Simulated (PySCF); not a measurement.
# Computed properties of In(Br)2(NH2) (Br2H2InN), SMILES [NH2][In]([Br])[Br]

In(Br)2(NH2) (Br2H2InN), SMILES [NH2][In]([Br])[Br]. Coordinates come from a PBE0-D3(BJ)/def2-SVP optimisation. The structure was generated by enumeration; whether it is a known compound was not checked. The def2 effective core potentials stand for the cores of In; spin–orbit coupling is left out. One conformer was computed; it need not be the lowest. All values are computed for the isolated molecule unless a solvent is named; none is compared with measurement here.

**Structure.** The optimised structure has Cs symmetry. All 12 harmonic modes at PBE0-D3(BJ)/def2-SVP (PySCF) are real, so it is a minimum. With heavy atoms numbered as in [In:1]([Br:2])([Br:3])[NH2:4], the shortest bond between them is In1–N4 at 2.014 Å and the longest In1–Br3 at 2.470 Å.

**Vibrations.** The strongest infrared lines (harmonic, unscaled, degenerate partners summed) lie at 408 cm⁻¹ (157 km/mol, H 69 %, N 29 %), 282 cm⁻¹ (68 km/mol, Br 43 %, In 43 %, H 14 %), 792 cm⁻¹ (53 km/mol, H 89 %, N 10 %). The softest mode is at 65 cm⁻¹ and the zero-point energy is 16.7 kcal/mol.

**Electronic structure.** r2SCAN/def2-TZVP (PySCF) places the frontier levels at -6.92 and -2.96 eV, a gap of 3.96 eV, and gives a dipole moment of 2.75 D and a mean polarisability of 85.5 bohr³. PBE/def2-TZVP (PySCF) at the same geometry gives -6.61 and -3.14 eV, so its gap is 0.49 eV narrower. An orbital gap is neither the optical nor the fundamental gap.

**Excitations.** TDA-CAM-B3LYP/def2-SVPD (PySCF) has S1 at 4.73 eV (262 nm, f = 0.038, weak); the most intense of the 10 singlets computed lies at 5.60 eV (f = 0.05). T1 (TDA) is at 4.03 eV, 0.70 eV under S1. TDA-PBE/def2-SVPD (PySCF) puts S1 at 3.75 eV. No vertical singlet excitation falls in the visible range (under 3.1 eV).
